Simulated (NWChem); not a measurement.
System: CH5NSi, singlet; SMILES C[Si]N

NWChem input:

```
start job
memory heap 200 mb stack 900 mb global 1100 mb
geometry units angstroms noautosym nocenter noautoz
  Si    -0.572750    -0.125557     0.523592
  C      0.456421     1.452012     0.104957
  H     -0.140390     2.122972    -0.529233
  H      1.414632     1.269631    -0.399140
  H      0.658126     2.014853     1.027537
  N      0.507044    -1.317555    -0.105678
  H      1.403895    -1.144420    -0.550958
  H      0.291903    -2.307389    -0.062083
end
basis spherical
  Si library def2-tzvpd
  C library def2-tzvpd
  H library def2-tzvpd
  N library def2-tzvpd
end
dft
  xc xpbe96 cpbe96
  iterations 150
end
property
  response 1 0.0
end
task dft property
```

NWChem printed, in part:

```
             Northwest Computational Chemistry Package (NWChem) 7.3.0
             --------------------------------------------------------

                             Geometry "geometry" -> ""
                             -------------------------

 Output coordinates in angstroms (scale by  1.889725989 to convert to a.u.)

  No.       Tag          Charge          X              Y              Z
 ---- ---------------- ---------- -------------- -------------- --------------
    1 Si                  14.0000    -0.57275000    -0.12555700     0.52359200
    2 C                    6.0000     0.45642100     1.45201200     0.10495700
    3 H                    1.0000    -0.14039000     2.12297200    -0.52923300
    4 H                    1.0000     1.41463200     1.26963100    -0.39914000
    5 H                    1.0000     0.65812600     2.01485300     1.02753700
    6 N                    7.0000     0.50704400    -1.31755500    -0.10567800
    7 H                    1.0000     1.40389500    -1.14442000    -0.55095800
    8 H                    1.0000     0.29190300    -2.30738900    -0.06208300

 Effective nuclear repulsion energy (a.u.)      99.3317518451

  pbe96 is a nonlocal functional; adding pw91lda local functional.
                              NWChem Property Module
                              ----------------------

                                 NWChem DFT Module
                                 -----------------

 Summary of "ao basis" -> "ao basis" (spherical)
 ------------------------------------------------------------------------------
       Tag                 Description            Shells   Functions and Types
 ---------------- ------------------------------  ------  ---------------------
 Si                        def2-tzvpd               15       43   6s5p3d1f
 C                         def2-tzvpd               13       37   6s3p3d1f
 H                         def2-tzvpd                5        9   3s2p
 N                         def2-tzvpd               13       37   6s3p3d1f

            General Information
            -------------------
          SCF calculation type: DFT
          Wavefunction type:  closed shell.
          No. of atoms     :     8
          No. of electrons :    32
           Alpha electrons :    16
            Beta electrons :    16
          Charge           :     0
          Spin multiplicity:     1
          Use of symmetry is: off; symmetry adaption is: off
          Maximum number of iterations: 150
          AO basis - number of functions:   162
                     number of shells:    66
          Convergence on energy requested:  1.00D-06
          Convergence on density requested:  1.00D-05
          Convergence on gradient requested:  5.00D-04

              XC Information
              --------------
          PerdewBurkeErnzerhof Exchange Functional  1.000
            Perdew 1991 LDA Correlation Functional  1.000 local
           PerdewBurkeErnz. Correlation Functional  1.000 non-local

             Grid Information
             ----------------
          Grid used for XC integration:  medium
          Radial quadrature: Mura-Knowles
          Angular quadrature: Lebedev.
          Tag              B.-S. Rad. Rad. Pts. Rad. Cut. Ang. Pts.
          ---              ---------- --------- --------- ---------
          Si                  1.10       88          10.0       590
          C                   0.70       49          11.0       434
          H                   0.35       45          12.0       434
          N                   0.65       49          11.0       434
          Grid pruning is: on
          Number of quadrature shells:   411
          Spatial weights used:  Erf1

      Superposition of Atomic Density Guess
      -------------------------------------

 Sum of atomic energies:        -383.31736032

      Non-variational initial energy
      ------------------------------

 Total energy =    -384.615043
 1-e energy   =    -723.899079
 2-e energy   =     239.952285
 HOMO         =      -0.233595
 LUMO         =      -0.031376

   convergence    iter        energy       DeltaE   RMS-Dens  Diis-err
 ---------------- ----- ----------------- --------- --------- ---------
 d= 0,ls=0.0,diis     1   -385.0814832688 -4.84D+02  7.84D-03  7.87D-01
 d= 0,ls=0.0,diis     2   -385.0000566063  8.14D-02  4.19D-03  1.04D+00
 d= 0,ls=0.0,diis     3   -385.0848930972 -8.48D-02  1.62D-03  4.03D-01
 d= 0,ls=0.0,diis     4   -385.1285348299 -4.36D-02  6.11D-04  2.00D-02
 d= 0,ls=0.0,diis     5   -385.1307727081 -2.24D-03  2.24D-04  3.01D-03
  Resetting Diis
 d= 0,ls=0.0,diis     6   -385.1311874959 -4.15D-04  3.12D-05  3.49D-05
 d= 0,ls=0.0,diis     7   -385.1311924899 -4.99D-06  1.87D-05  2.17D-06
 d= 0,ls=0.0,diis     8   -385.1311920268  4.63D-07  9.30D-06  6.18D-06

         Total DFT energy =     -385.131192026816
      One electron energy =     -727.395020673309
           Coulomb energy =      277.738664381375
    Exchange-Corr. energy =      -34.806587579955
 Nuclear repulsion energy =       99.331751845073

 Numeric. integr. density =       32.000029728988

                       DFT Final Molecular Orbital Analysis
                       ------------------------------------

[...]

 DFT Linear Response polarizability / au
 Frequency  =       0.0000000 / au
              X              Y              Z
 -----------------------------------------------
 X      59.5900394      1.3854844     -5.0590104
 Y       1.3854808     69.4559168      0.6314115
 Z      -5.0590106      0.6314097     52.0898943
 -----------------------------------------------
 Eigenvalues =      62.0169273     69.6470710     49.4718522
 Isotropic   =      60.3786168
 Anisotropic =      17.6442264
 -----------------------------------------------

 Magnetic Dipole Response Matrix (nonzero elements):

 Exiting AOResponse driver routine
```

Level: PBE/def2-TZVPD. Low-valent species are run as closed-shell singlets; no triplet was tried in these runs. The geometry was optimised at B3LYP/6-31G* (spherical d).
